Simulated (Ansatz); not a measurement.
Geometry optimisation, DFT PBEsol, scalar-relativistic, plane waves, PAW in Ansatz.

Input file:

```yaml
crystal:
  lattice:
    - [5.32, 0.0, 0.0]
    - [2.66, 4.607255, 0.0]
    - [0.0, 0.0, 20.40544]
  atoms:
    - { symbol: Zn, position: [-0.1666667, 0.3333333, 0.0490065] }
    - { symbol: Zn, position: [0.3333333, 0.3333333, 0.0490065] }
    - { symbol: Zn, position: [-0.1666667, 0.8333333, 0.0490065] }
    - { symbol: Zn, position: [0.3333333, 0.8333333, 0.0490065] }
    - { symbol: Zn, position: [0.0, 0.0, 0.1699782] }
    - { symbol: Zn, position: [0.5, 0.0, 0.1699782] }
    - { symbol: Zn, position: [0.0, 0.5, 0.1699782] }
    - { symbol: Zn, position: [0.5, 0.5, 0.1699782] }
    - { symbol: Zn, position: [-0.1666667, 0.3333333, 0.2909499] }
    - { symbol: Zn, position: [0.3333333, 0.3333333, 0.2909499] }
    - { symbol: Zn, position: [-0.1666667, 0.8333333, 0.2909499] }
    - { symbol: Zn, position: [0.3333333, 0.8333333, 0.2909499] }
    - { symbol: Zn, position: [0.0, 0.0, 0.4119215] }
    - { symbol: Zn, position: [0.5, 0.0, 0.4119215] }
    - { symbol: Zn, position: [0.0, 0.5, 0.4119215] }
    - { symbol: Zn, position: [0.5, 0.5, 0.4119215] }
    - { symbol: O, position: [0.8448664, 0.312914, 0.4746499] }
basis:
  ecutwfc: 420.0
kpoints:
  mp_grid: { grid: [4, 4, 1] }
hamiltonian:
  xc: pbesol
scf:
  occupations: { method: gaussian, width: 0.05 }
  lower_state_search: "off"
relax:
  f_tol: 0.03
  max_steps: 60
  adjacent_minimum: "off"
  constraints: [{ sites: [0, 1, 2, 3] }]
```

Command:

```bash
$ ansatz run input.yaml --threads 4 --pin off --max-ram 10240MiB --backend cpu --events-out ev --progress --plain --runs-dir out
```

Task: Where does it end, and by what steps?

Result: It converged. The force dipped under the threshold on the way, but the program's further checks kept it going. Limits of this set-up: coarse k mesh, thin slab, slab without dipole correction. After 9 steps the energy has fallen by 0.676 eV; O17 moved furthest, 0.73 Å.

| step | energy less start (eV) | largest force component (eV/Å) | accepted |
| --- | --- | --- | --- |
| 0 | 0.0000 | 1.555 | yes |
| 1 | -0.3652 | 1.243 | yes |
| 2 | -0.6033 | 0.474 | yes |
| 3 | -0.6539 | 0.314 | yes |
| 4 | -0.6676 | 0.068 | yes |
| 5 | -0.6693 | 0.020 | yes |
| 6 | -0.6711 | 0.022 | yes |
| 7 | -0.6730 | 0.061 | yes |
| 8 | -0.6759 | 0.015 | yes |
| 9 | -0.6759 | 0.015 | yes |

```xyz
17
Lattice="5.3200 0.0000 0.0000 2.6600 4.6073 0.0000 0.0000 0.0000 20.4054" Properties=species:S:1:pos:R:3
Zn 0.000 1.536 1.000
Zn 2.660 1.536 1.000
Zn 1.330 3.839 1.000
Zn 3.990 3.839 1.000
Zn 0.000 0.005 3.353
Zn 2.660 0.001 3.406
Zn 1.326 2.302 3.353
Zn 3.994 2.302 3.353
Zn 0.000 1.536 5.535
Zn 2.660 1.549 5.601
Zn 1.341 3.834 5.601
Zn 3.979 3.834 5.601
Zn 0.000 -0.115 8.026
Zn 2.660 0.002 7.715
Zn 1.431 2.363 8.024
Zn 3.889 2.363 8.024
O 5.320 1.537 8.958
```

Time of the run: 81 s on 4 threads of Intel(R) Xeon(R) Platinum 8488C (Sapphire Rapids), with other jobs on the host, peak memory 1.6 GiB.
